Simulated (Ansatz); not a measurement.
Relaxation of C2H5ClOSi (10 atoms, charge 0, multiplicity 1), to a largest force component of 0.015 eV/Å in at most 40 steps.

Method: Ansatz 0.2.0, RHF/def2-SVP.

```xyz
10
Properties=species:S:1:pos:R:3:forces:R:3
O -1.729 1.611 0.361 -1.57 1.52 2.85
C -0.776 0.737 0.552 1.94 -1.34 -3.28
Cl -0.357 0.441 2.177 0.08 -0.07 0.90
C -0.137 0.158 -0.505 -2.44 1.91 1.44
Si 1.124 -1.098 -0.589 1.11 -1.68 -0.20
H -2.026 1.965 1.242 0.50 -0.70 -2.35
H -0.549 0.419 -1.483 -0.06 0.31 0.34
H 1.544 -1.499 0.767 0.27 -0.07 0.02
H 2.279 -0.646 -1.420 -0.08 -0.07 0.19
H 0.536 -2.303 -1.271 0.24 0.20 0.10
```

Task: Where does it end, and by what steps?

Result: The forces met the threshold. After 6 steps the energy has fallen by 0.301 eV; H10 moved furthest, 0.10 Å.

```
step  energy less start (eV)  largest force component (eV/Å)  accepted
   0                  0.0000                           3.282       yes
   1                 -0.2333                           1.378       yes
   2                 -0.2844                           0.516       yes
   3                 -0.2984                           0.209       yes
   4                 -0.3006                           0.097       yes
   5                 -0.3012                           0.015       yes
   6                 -0.3012                           0.003       yes
```

```xyz
10
Properties=species:S:1:pos:R:3
O -1.732 1.669 0.393
C -0.779 0.748 0.510
Cl -0.365 0.417 2.174
C -0.210 0.152 -0.525
Si 1.130 -1.152 -0.587
H -2.021 1.986 1.235
H -0.605 0.495 -1.477
H 1.609 -1.523 0.760
H 2.272 -0.644 -1.386
H 0.610 -2.363 -1.267
```

Whether the end is a true minimum wasn't checked by a vibrational analysis.

The run took 16 s on 1 thread of Arm Neoverse V2 (shared host), peak memory 0.2 GiB.
